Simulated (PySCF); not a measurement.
CH₄OSi, neutral, multiplicity 1. Atoms are numbered in the order given.

```xyz
7

Si     0.6605     0.1503     0.0000
C     -0.3569    -1.4400     0.0000
H     -1.0093    -1.4614     0.8807
H     -1.0093    -1.4614    -0.8807
H      0.2659    -2.3367     0.0000
O     -0.6233     1.2078     0.0000
H     -0.3656     2.1327     0.0000
```

Coordinates come from a PBE0-D3(BJ)/def2-TZVP optimisation. Other conformers were not sampled.

The numbers are results of PySCF with HF/pcSseg-2, not measurements.

GIAO shieldings, no solvent; atoms alike by connectivity are averaged. δ = σ(ref) − σ: ²⁹Si against TMS (σ = 383.2 ppm); ¹³C against TMS (σ = 193.3 ppm); ¹H against TMS (σ = 31.98 ppm); ¹⁷O against H2O (σ = 326.0 ppm), references at their B3LYP-D3(BJ)/def2-TZVP geometries, non-relativistic.

| atoms | nucleus | count | δ (ppm) |
|---|---|---|---|
| Si1 | ²⁹Si | 1 | 399.1 |
| C2 | ¹³C | 1 | … |
| H7 | ¹H | 1 | 6.18 |
| H3, H4, H5 | ¹H | 3 | 0.54 |
| O6 | ¹⁷O | 1 | … |

**Question.** Fill in the missing entries. (The exact figures need the calculation; the answer reports its results.)

**Answer.** 
- O6, δ (ppm): 230.1
- C2, δ (ppm): 28.2
